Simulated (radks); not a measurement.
The mean radii <r> (bohr) of the occupied orbitals of an atom or ion are listed with their occupations. Method: scalar-relativistic Kohn-Sham, PBE, spin-polarised, spherical densities, point nucleus; computed with a radial shooting solver on a logarithmic mesh with Libxc functionals.

orbital  occ.      <r>
1s up       1  0.02722
1s down     1  0.02722
2s up       1   0.1172
2s down     1   0.1172
2p up       3   0.1025
2p down     3   0.1025
3s up       1   0.3140
3s down     1   0.3140
3p up       3   0.3121
3p down     3   0.3121
3d up       5   0.2886
3d down     5   0.2886
4s up       1   0.7393
4s down     1   0.7392
4p up       3   0.7907
4p down     3   0.7903
4d up       5   0.9133
4d down     5   0.9108
5s up       1    1.786
5s down     1    1.783
5p up       1    2.031

Name the element and its charge. Open shells, if any, are filled with parallel spins first.

Answer. Z = 53, iodine, charge +4: I4+ in [Kr] 4d10 5s2 5p1. The 1s radius gives Z: for a bare nucleus <r> = (2 gamma + 1)/(2Z) with gamma = sqrt(1 - (Z/c)^2), 0.02683 bohr for Z = 53, and screening makes it slightly larger (0.02722 here). The occupations add up to 49, and the charge is Z minus that.
